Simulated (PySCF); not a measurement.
# Se(31+) (selenium, charge +31) across methods

[He] 2s1, 2S determinant. All numbers are calculated (PySCF 2.14, the spin-free X2C one-electron Hamiltonian (Gaussian nucleus), in an uncontracted even-tempered set (19 s from 9.9 bohr⁻², ratio 2.2; 8 p from 15 bohr⁻², ratio 2.4; 5 d from 46 bohr⁻², ratio 2.4; 5 f from 69 bohr⁻², ratio 2.4; 4 g from 100 bohr⁻², ratio 2.4)).

| method | E (hartree) | mean ε 1s α (eV) | mean ε 1s β (eV) | mean ε 2s α (eV) | Σ⟨r²⟩ (bohr²) | ⟨S²⟩ |
| --- | --- | --- | --- | --- | --- | --- |
| PBE0 | -1286.032 | -15039.1 | -15026.3 | -3600.8 | 0.04262 | 0.750 |
| UHF | -1286.15707 | -15212.0 | -15190.9 | -3638.2 | 0.04263 | 0.750 |
| r2SCAN | -1286.192 | -15006.3 | -14997.1 | -3591.2 | 0.04264 | 0.750 |
| M06-2X | -1286.400 | -15091.9 | -15078.5 | -3614.7 | 0.04258 | 0.750 |
| PBE | -1285.972 | -14981.2 | -14971.1 | -3588.2 | 0.04262 | 0.750 |
| PW91 | -1286.081 | -14983.3 | -14973.1 | -3588.7 | 0.04262 | 0.750 |
| LDA | -1283.240 | -14954.4 | -14943.7 | -3582.6 | 0.04268 | 0.750 |
